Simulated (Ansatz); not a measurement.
Compare A (`BNCC=C`) with its isomer B (`CCN1BC1`).

Program: Ansatz. Geometries: PBE0-D4/def2-TZVP. ΔE: electronic, gas phase. CBS: MP2 limit from def2 TZ/QZ plus the TZ coupled-cluster correction, frozen cores. DFT in def2-TZVPP. B3LYP here is the variant with VWN-RPA as its local correlation; programs differ in this. Each species was taken in one conformer, which may not be the lowest.

**Question.** Which isomer does CCSD(T)/CBS put lower? Give the gap. (An estimate is asked.)

**Answer.** Ansatz gave: A, by 21.6 kcal/mol.

**Question.** Give E(B) − E(A) in kcal/mol with CCSD/def2-TZVPP, B3LYP-D4, B2PLYP, r2SCAN-D4, B3LYP, PBE-D4, HF/def2-TZVPP. (Estimate.)

**Answer.** Computed: CCSD/def2-TZVPP 22.2, B3LYP-D4 21.8, B2PLYP 21.6, r2SCAN-D4 18.5, B3LYP 21.9, PBE-D4 17.1, HF/def2-TZVPP 26.4. None reverses the order clearly.

Largest T1 diagnostic: 0.012.

In def2-TZVPP, CCSD(T) changes the Hartree–Fock value by −4.3 kcal/mol (the triples alone add −0.1 kcal/mol) and MP2 by −6.9 kcal/mol.
